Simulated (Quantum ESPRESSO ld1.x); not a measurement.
Values are calculated unless marked as measured or tabulated.
Question: The mean radii <r> (bohr) of the occupied orbitals of an atom or ion are listed with their occupations. Level of theory: scalar-relativistic Kohn-Sham, HCTH/120, spin-unpolarised, spherical densities, point nucleus (ld1.x of Quantum ESPRESSO 7.5).

orbital  occ.      <r>
1s          2  0.08577
2s          2   0.4118
2p          6   0.3737
3s          2    1.252
3p          2    1.333

Name the element and its charge.

Answer: Z = 18, argon, charge +4: Ar4+ in [Ne] 3s2 3p2. The 1s radius gives Z: for a bare nucleus <r> = (2 gamma + 1)/(2Z) with gamma = sqrt(1 - (Z/c)^2), 0.08285 bohr for Z = 18, and screening makes it slightly larger (0.08577 here). The occupations add up to 14, and the charge is Z minus that.
